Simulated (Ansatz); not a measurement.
Li₈Sn. Charge 0, multiplicity 1. Geometry relaxed at PBE0-D4/def2-SVP.

```xyz
9

Li   -0.938   -3.608   -2.688
Li    1.374   -1.443   -2.283
Li   -0.246    2.764    3.664
Li    1.348    0.465    2.045
Li   -0.223   -2.023    0.035
Li   -1.337    0.951    1.215
Li   -1.331   -0.454   -2.071
Li    0.701    2.888    0.617
Sn    0.651    0.461   -0.533
```

In the def2 sets Sn takes a core potential; there is no spin–orbit coupling. The restricted singlet is unstable towards broken spin symmetry in Hartree–Fock (as tested in another run); at PBE0-D4/def2-SVP this wasn't settled. The structure comes from a short search, and lower isomers may exist.

Estimate the harmonic wavenumbers at RKS PBE0-D4/def2-SVP (Ansatz, unscaled). Is this a minimum?

26, 53, 78, 138, 145, 146, 148, 184, 187, 210, 210, 225, 229, 275, 285, 323, 324, 335, 337, 369, 390 cm⁻¹. Yes, no mode is imaginary beyond noise. Zero-point energy 27.6 kJ/mol. It took 94 s on 4 threads of Arm Neoverse V1 on a shared host.
